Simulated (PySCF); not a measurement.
## Assigning NMR signals

Geometry:
| atom | x (Å) | y (Å) | z (Å) |
| --- | --- | --- | --- |
| C1 | -2.752 | -0.354 | -0.002 |
| C2 | -1.268 | -0.641 | 0.181 |
| C3 | -0.503 | 0.625 | 0.561 |
| O4 | 0.881 | 0.355 | 0.783 |
| C5 | 1.682 | 0.332 | -0.288 |
| C6 | 3.105 | 0.050 | 0.117 |
| O7 | 1.308 | 0.532 | -1.413 |
| H8 | -2.904 | 0.378 | -0.792 |
| H9 | -3.278 | -1.266 | -0.273 |
| H10 | -3.184 | 0.034 | 0.917 |
| H11 | -1.125 | -1.389 | 0.964 |
| H12 | -0.850 | -1.034 | -0.747 |
| H13 | -0.870 | 1.036 | 1.504 |
| H14 | -0.599 | 1.373 | -0.234 |
| H15 | 3.675 | -0.276 | -0.747 |
| H16 | 3.545 | 0.964 | 0.509 |
| H17 | 3.128 | -0.704 | 0.899 |

PySCF 2.14.0 with density-fitted response routines calculation with σ from GIAO-PBE0/pcSseg-1 and geometry: GFN2-xTB; single conformer, isolated molecule, non-relativistic, fast rotation and ring inversion assumed for equivalent nuclei.

δ = σ(ref) − σ, references computed at the same level: TMS for ¹³C, ¹H.

(1) Assign these signals to the numbered atoms. ¹³C{¹H} NMR (computed): δ 176.3 (C), 69.2 (CH2), 26.0 (CH2), 23.4 (CH3), 11.2 (CH3).

(2) Assign these signals to the numbered atoms. ¹H NMR (500 MHz, computed): δ 4.14 (t, 2H), 2.07 (s, 3H), 1.70 (m, 2H), 0.91 (t, 3H).

Results:

(1) 
176.3 → C5, ester carbonyl carbon: lone-pair donation from the attached heteroatom keeps it upfield of a ketone carbonyl
69.2 → C3, sp3 CH2 bonded to O: deshielded by the electronegative neighbour
26.0 → C2, sp3 CH2: aliphatic region, no heteroatom directly attached
23.4 → C6, methyl carbon α to a carbonyl: the adjacent C=O deshields it moderately
11.2 → C1, methyl carbon: saturated and bonded to C and H only

(2) 
4.14 → H13/H14, hydrogen on an sp3 CH2 bonded to O: its carbon carries O, which withdraws density
2.07 → H15/H16/H17, hydrogen on a methyl carbon α to a carbonyl: α to C=O
1.70 → H11/H12, hydrogen on an sp3 CH2
0.91 → H8/H9/H10, hydrogen on a methyl carbon: far from electronegative atoms and π systems

Shifts are as computed. Against solution values, carbons near 30 ppm lie about +3 ppm off and those near 130 ppm about +5 ppm. Of 1211 compounds with measured shifts, 218 miss one by over three times the rms of a fit or turn the order of signals round; such compounds aren't used in these exercises. No couplings were computed; multiplicities are counted from neighbouring protons, with m where these are inequivalent, close in shift, in a saturated or five-membered ring or joined by F or P, and br s for small geminal =CH2 splittings.
